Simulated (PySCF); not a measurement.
# Charge on either side of a bond

Species: C3H6OSi.
SMILES with atom numbers: `[CH2:1]=[CH:2][SiH2:3][CH:4]=[O:5]` (hydrogens: H6, H7 on C1; H8 on C2; H9, H10 on Si3; H11 on C4)

Cartesian coordinates in Å at the GFN2-xTB level; atoms count from 1:
```
atom  x, y, z in Å
C1    -1.7810    0.7725   -0.7131
C2    -1.0671    0.0610    0.1471
Si3    0.5622   -0.7980   -0.2463
C4     1.8776    0.0316    0.8861
O5     2.4349   -0.5206    1.7997
H6    -1.4675    0.9078   -1.7355
H7    -2.7107    1.2492   -0.4411
H8    -1.4426   -0.0389    1.1601
H9     0.9737   -0.5370   -1.6286
H10    0.5051   -2.2234    0.0695
H11    2.1207    1.0986    0.6761
```

Atomic charges (e) from the PBE0/pcSseg-1 density (PySCF):

| atom | Mulliken | IAO | Hirshfeld | ESP-fitted |
| --- | --- | --- | --- | --- |
| C1 | -0.1444 | -0.2697 | -0.0770 | -0.3400 |
| C2 | -0.5050 | -0.4223 | -0.1363 | -0.2924 |
| Si3 | +0.6893 | +0.7129 | +0.3399 | +0.4148 |
| C4 | -0.0293 | +0.0063 | +0.0449 | +0.2741 |
| O5 | -0.3330 | -0.3554 | -0.2129 | -0.3973 |
| H6 | +0.1194 | +0.1470 | +0.0473 | +0.1736 |
| H7 | +0.1251 | +0.1545 | +0.0525 | +0.1736 |
| H8 | +0.1406 | +0.1574 | +0.0469 | +0.1698 |
| H9 | -0.0950 | -0.1171 | -0.0704 | -0.0982 |
| H10 | -0.0658 | -0.1073 | -0.0668 | -0.0885 |
| H11 | +0.0981 | +0.0936 | +0.0318 | +0.0106 |

**Question.** Cut each of the bonds C1–C2, C2–Si3 and C4–Si3 in turn and sum the charges on the side of the atom named first.

**Answer.** In e; the other side holds the opposite charge:

| bond cut | piece | atoms | Mulliken | IAO | Hirshfeld | ESP-fitted |
| --- | --- | --- | --- | --- | --- | --- |
| C1–C2 | CH2 | 3 | +0.100 | +0.032 | +0.023 | +0.007 |
| C2–Si3 | C2H3 | 5 | -0.264 | -0.233 | -0.067 | -0.115 |
| C4–Si3 | CHO | 3 | -0.264 | -0.255 | -0.136 | -0.113 |

Extremes among these pieces. Mulliken: lowest C2H3 at C2 and CHO at C4, highest CH2 at C1; IAO: lowest CHO at C4, highest CH2 at C1; Hirshfeld: lowest CHO at C4, highest CH2 at C1; ESP-fitted: lowest C2H3 at C2, highest CH2 at C1.

**Question.** Do the schemes agree better on the pieces than on the single atoms at the cuts?

**Answer.** The spread between schemes averages 0.147 e for the pieces and 0.312 e for the atoms named first; it is smaller for the piece at 3 of the 3 cuts. On average they agree better on the pieces.

Isolated species at its GFN2-xTB geometry (one conformer only).
